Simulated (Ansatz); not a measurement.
Reaction (formal hydrolysis of the Si–S bond): `N[SiH](N)S` + H₂O → `N[SiH](N)O` + H₂S

Computed with Ansatz on PBE0-D4/def2-TZVP structures; ΔE is electronic, products minus reactants. CCSD(T)/CBS adds triple-zeta CCSD(T) − MP2 to the extrapolated MP2 energy (def2 sets, frozen cores). This one scheme is used for every species. Functionals use def2-TZVPP. HSE06 is defined as in plane-wave codes. One conformer a species, not always the lowest.

CCSD(T)/CBS gives -0.45 eV.

Task: Another level gave -0.41 eV. Which?
A. r2SCAN0-D4/def2-TZVPP
B. CCSD(T)/def2-TZVPP
C. HSE06/def2-TZVPP
D. PBE-D4/def2-TZVPP

Result: C. HSE06 -0.41, r2SCAN0-D4 -0.46, CCSD(T)/def2-TZVPP -0.51, PBE-D4 -0.35 eV.

Largest T1 diagnostic among the species: 0.010.

At CCSD(T), def2-SVP lies −0.06 eV from the extrapolated value and def2-TZVPP −0.06 eV. Leaving LDA and LC-ωPBE aside and taking each functional with its dispersion term where it has one, the values, not all of them listed here, spread over 0.23 eV, from CAM-B3LYP-D4 to revPBE-D4. LDA lies −0.04 eV from PBE without D4. From BLYP to BHLYP (50 % exact exchange), in def2-TZVPP and without D4, ΔE moves by −0.06 eV.
